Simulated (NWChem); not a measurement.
# C$_{3}$H$_{3}$F$_{3}$; SMILES F[C@H]1CC1(F)F

Program: NWChem. The geometry was optimised at PBE0/def2-SVP. COSMO at B3LYP/def2-SVP, default radii, gas-phase geometry; f = (ε − 1)/ε scales the surface charges.

```
row            f  electrostatic solvation energy (kcal/mol)
--------  ------  -----------------------------------------
ε = 1.5   0.3333                                      -1.04
ε = 2.4   0.5833                                   withheld
ε = 4.8   0.7917                                      -2.62
ε = 46.7  0.9786                                      -3.32
ε = 78.4  0.9872                                      -3.35
```

Question: Fit a straight line of the last column on the one before it, predict the withheld value, and compare with the run.

Answer: 
1. Means of the 4 shown rows: x = 0.77270, y = -2.583. Slope Σ(x − x̄)(y − ȳ)/Σ(x − x̄)² = -0.9950/0.2818 = -3.530; intercept 0.145.
2. The shown rows scatter about the line by 0.017 (root mean square); the largest residual is +0.03, at ε = 4.8.
3. At x = 0.5833 (ε = 2.4; inside the shown range) the line gives -1.91.
4. The run gives -1.87, +0.04 from the line.
